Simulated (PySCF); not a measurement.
This PySCF input asks for the NMR shieldings of SMILES CC([C@H](OC)[SiH2]C=C=O)C, C7H14O2Si; the geometry comes from GFN2-xTB.

```python
import basis_set_exchange as bse
import numpy as np
from pyscf import gto, dft
from pyscf.prop import nmr

atoms = """
C     0.143281    2.738264   -0.608244
O    -0.353819    1.519744   -1.078180
C    -0.004178    0.390062   -0.261843
Si    1.583224   -0.343073   -1.043553
C     2.647354   -1.207938    0.253784
C     2.396979   -1.128239    1.513659
O     2.097929   -1.010043    2.632882
C    -1.212184   -0.556837   -0.238251
C    -2.417682    0.143838    0.387163
C    -0.896352   -1.840809    0.520549
H    -0.251006    2.974028    0.389144
H     1.239656    2.739908   -0.557687
H    -0.183746    3.501187   -1.313607
H     0.172665    0.738489    0.765699
H     1.229968   -1.300233   -2.097257
H     2.367459    0.748256   -1.637389
H     3.497045   -1.753549   -0.105383
H    -1.455104   -0.798594   -1.277966
H    -3.299130   -0.490707    0.330112
H    -2.223246    0.371225    1.434127
H    -2.624725    1.071146   -0.140582
H    -0.583277   -1.613119    1.537413
H    -1.781243   -2.471451    0.568815
H    -0.101602   -2.401792    0.034151
"""
names = dict.fromkeys(["C", "O", "Si", "H"], "pcSseg-1")
basis = {el: gto.basis.parse(bse.get_basis(n, elements=[el], fmt="nwchem")) for el, n in names.items()}
mol = gto.M(atom=atoms, basis=basis, charge=0, verbose=0)
mf = dft.RKS(mol, xc="PBE0")
mf.grids.level = 2
mf.grids.alignment = dft.numint.BLKSIZE   # the property module wants whole blocks of grid points
mf.conv_tol = 1e-9
mf.kernel()

calc = nmr.RKS(mf)   # GIAO
C = mf.mo_coeff
Co = C[:, mf.mo_occ > 0]
resp = mf.gen_response(singlet=True, hermi=2)
def vind(x):   # induced exchange potential for any number of trial vectors
    d = np.einsum("pi,xij,qj->xpq", C, 2 * x.reshape(-1, C.shape[1], Co.shape[1]), Co, optimize=True)
    return np.einsum("xpq,pi,qj->xij", resp(d - d.transpose(0, 2, 1)), C, Co, optimize=True).ravel()
mo1, _ = nmr.rhf.solve_mo1(calc, with_cphf=vind)
sigma = calc.kernel(mo1)
for i, s in enumerate(sigma):   # ppm
    print("%2d %-2s %9.2f" % (i, mol.atom_pure_symbol(i), np.trace(s) / 3))
```

Q: Give the expected output.

A: 
```
 0 C     125.97
 1 O     311.04
 2 C     104.74
 3 Si    399.49
 4 C     191.33
 5 C       3.17
 6 O      24.88
 7 C     149.26
 8 C     164.26
 9 C     167.72
10 H      28.51
11 H      28.21
12 H      27.91
13 H      29.44
14 H      27.39
15 H      27.00
16 H      30.16
17 H      29.95
18 H      30.77
19 H      31.31
20 H      29.69
21 H      31.09
22 H      30.66
23 H      30.38
```

These numbers come from an equivalent density-fitted implementation of the same equations, which agrees with the script to about 0.01 ppm for H and up to a few tenths of a ppm for heavy atoms, so last digits may differ.

Q: Turn these shieldings into chemical shifts. δ = σ(ref) − σ, references computed at the same level: $^{13}$C (186.93 ppm), $^{29}$Si (349.16 ppm), $^{1}$H (31.72 ppm) vs TMS; $^{17}$O (336.08 ppm) vs H2O.

A: Averaging equivalent atoms: C 5: 183.8; C 2: 82.2; C 0: 61.0; C 7: 37.7; C 8: 22.7; C 9: 19.2; C 4: -4.4; O 6: 311.2; O 1: 25.0; Si 3: -50.3; H 15: 4.72; H 14: 4.32; H 10/11/12: 3.50; H 13: 2.28; H 17: 1.77; H 16: 1.55; H 18/19/20: 1.13; H 21/22/23: 1.01 ppm. Unscaled 17O shifts of doubly bonded oxygen tend to come out too high, by tens of ppm or more. Experimental scales use liquid or dissolved standards, which lie at an offset from isolated H2O (liquid H2O: subtract about 36 ppm).

Size and cost of the density-fitted run: 247 basis functions, 110 s wall time on 1 thread of an Arm Neoverse N1, shared host; peak memory 1.2 GiB.
